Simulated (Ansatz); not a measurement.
Process, species as SMILES: C[Si](C)C -> [CH2][SiH](C)C
Structures are relaxed separately at B3LYP-D3(BJ)/def2-TZVP in Ansatz (a program for electronic structure), one conformer each, not searched for the lowest. Frequencies are from Ansatz.

Quantity: isomerisation energy (enthalpy at 298 K, with B3LYP-D3(BJ) rigid-rotor harmonic-oscillator terms), in eV. Cores are frozen in the correlated levels unless marked. UHF or UKS for open shells. Spin-orbit coupling is left out. Non-relativistic. CBS(X,Y): correlation extrapolated as X^-3; Hartree-Fock from the larger set.

```
level                           program  isomerisation energy (eV)
-----------------------  --------------  -------------------------
B3LYP-D3(BJ)/def2-TZVPD  Ansatz + dftd3                       0.30
```

Q: What does CCSD(T)/CBS(cc-pV(T+d)Z,cc-pV(Q+d)Z) (Ansatz) give?

A: 0.29 eV, so B3LYP-D3(BJ)/def2-TZVPD differs from it by 0.01 eV.
